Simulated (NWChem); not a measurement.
C2H4F, doublet; SMILES C[CH]F

```xyz
7

C     -0.2187     1.1820    -0.0035
C      0.5050    -0.1060    -0.0890
F     -0.2336    -1.2222     0.0967
H      0.4533     2.0176    -0.2817
H     -0.6095     1.3919     1.0240
H     -1.0966     1.1960    -0.6849
H      1.5640    -0.2344     0.1969
```
Atoms are numbered in this order, from 1.

Level: PBE-D3(BJ)/def2-SVP, spin-unrestricted (NWChem), optimised geometry, unscaled harmonic frequencies. 

Q: List the harmonic frequencies with IR intensities, and the thermochemistry.

A: 
| frequency (cm⁻¹) | IR intensity (km/mol) |
|---|---|
| 184 | 0.6 |
| 390 | 5.0 |
| 504 | 27.4 |
| 896 | 9.8 |
| 964 | 2.0 |
| 1102 | 9.1 |
| 1185 | 80.1 |
| 1306 | 9.4 |
| 1366 | 40.6 |
| 1379 | 23.5 |
| 1406 | 3.7 |
| 2890 | 29.0 |
| 2996 | 10.8 |
| 3072 | 3.2 |
| 3101 | 27.4 |

```json
{
  "zero_point_energy": "32.5 kcal/mol",
  "thermal correction to the enthalpy at 298.15 K (with zero-point energy)": "35.7 kcal/mol",
  "heat capacity Cv": "12.4 cal/(mol K)",
  "entropy at 298.15 K and 1 atm (symmetry number 1, electronic part: spin degeneracy alone)": "65.2 cal/(mol K)",
  "dipole_moment": "1.38 D"
}
```

Rigid rotor and harmonic oscillator.
